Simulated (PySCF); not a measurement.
Species: C₂H₁₀NPSi₂.
Geometry (GFN2-xTB, Å), atoms numbered from 1 in this order:
```
atom  x, y, z in Å
P1     2.8764   -0.9731    0.0560
Si2    1.0516    0.0161   -0.8088
C3    -0.4292   -1.2121   -0.6927
N4    -1.1563   -0.8397    0.5091
C5    -1.6759    0.5182    0.4543
Si6   -0.1426    1.6665    0.3241
H7     2.3897   -1.0245    1.3495
H8     3.5452    0.2151    0.2900
H9     1.3975    0.2300   -2.2289
H10   -0.1046   -2.2480   -0.5876
H11   -1.0569   -1.1523   -1.5966
H12   -1.9051   -1.5018    0.6926
H13   -2.2583    0.6943    1.3592
H14   -2.3535    0.6715   -0.4028
H15    0.3137    2.0520    1.6651
H16   -0.4992    2.8968   -0.3936
```

Method: TDDFT CAM-B3LYP/def2-SVPD, vertical, gas phase, core orbitals frozen in the response in PySCF.

Transition dipole moments from the ground state, in atomic units and in the frame of the coordinates above (overall signs are arbitrary), for the states with f of 0.002 or more among the lowest 8:

```csv
state,E (hartree),μx,μy,μz
S1,0.2045,-0.284,-0.085,-0.131
S2,0.2079,0.396,-0.144,0.025
S3,0.2294,-0.420,0.249,0.046
S4,0.2313,0.829,-0.156,0.013
S5,0.2345,0.600,-0.673,0.204
S7,0.2434,0.375,0.097,0.041
S8,0.2474,-0.345,0.277,-0.173
```

(1) What oscillator strength does each state have?

(2) What angle do the transition dipoles of S3 and S8 make?

(3) How is the summed strength of these states shared among x, y and z?

(4) What peak molar absorption coefficient would the strongest computed level give as a lone Gaussian band 0.3 eV wide at half height?

## Answers

(1) f = (2/3) ΔE |μ|² with ΔE in hartree (27.2114 eV).

| state | \|μ\|² (au) | \|μ\| (D) | f |
| --- | --- | --- | --- |
| S1 | 0.105 | 0.82 | 0.014 |
| S2 | 0.178 | 1.07 | 0.025 |
| S3 | 0.240 | 1.25 | 0.037 |
| S4 | 0.712 | 2.14 | 0.110 |
| S5 | 0.854 | 2.35 | 0.133 |
| S7 | 0.152 | 0.99 | 0.025 |
| S8 | 0.226 | 1.21 | 0.037 |

(2) |cos θ| = |μa·μb| / (|μa| |μb|) = 0.88, so θ ≈ 28° (taken between 0 and 90°, since the signs are arbitrary).

(3) (2/3) Σ ΔE μα² gives 0.264 for x, 0.102 for y and 0.015 for z, 0.381 in all.

(4) ε(max) = 2.175×10⁸ f / FWHM, with the width in cm⁻¹. S5: 2.175×10⁸ × 0.1335 / 2420 ≈ 12000 L mol⁻¹ cm⁻¹.

One conformer stands for the species.

Without π bonds the low states may be Rydberg-like; a valence basis with one diffuse set may place them up to an eV too high.
